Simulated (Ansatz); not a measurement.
Calculated with Ansatz (gas phase, PBE0-D4/def2-TZVP geometries, no zero-point term in ΔE). CCSD(T)/CBS is the MP2 limit (def2-TZVPP, def2-QZVPP) plus CCSD(T) − MP2 in def2-TZVPP, frozen cores. Functionals use def2-TZVPP. B3LYP here is the variant with VWN-RPA as its local correlation; programs differ in this. Each species was taken in one conformer, which may not be the lowest.

Consider the redistribution: `CS[SiH]` + `COCS[SiH3]` → `CO[SiH]` + `CSCS[SiH3]`.

```
             level  ΔE (kcal/mol)  difference from CCSD(T)/CBS
         r2SCAN-D4           -5.2                          3.5
           PBE0-D4           -5.8                          2.9
          B3LYP-D4           -7.8                          0.9
            B2PLYP           -7.8                          0.9
               PBE           -4.1                          4.6
              PBE0           -5.0                          3.7
             B3LYP           -6.5                          2.2
     HF/def2-TZVPP           -8.1                          0.6
    MP2/def2-TZVPP           -9.5                         -0.8
SCS-MP2/def2-QZVPP          -10.2                         -1.5
       CCSD(T)/CBS           -8.7                            0
```

Largest T1 diagnostic among the species: 0.016.

From PBE to PBE0 (25 % exact exchange), in def2-TZVPP and without D4, ΔE moves by −1.0 kcal/mol. The D4 term adds −1.3 kcal/mol with B3LYP and −0.7 kcal/mol with PBE0; it sums over pairs of atoms, weighted by their polarisabilities, and B3LYP, whose exchange is more repulsive, gets the larger term.
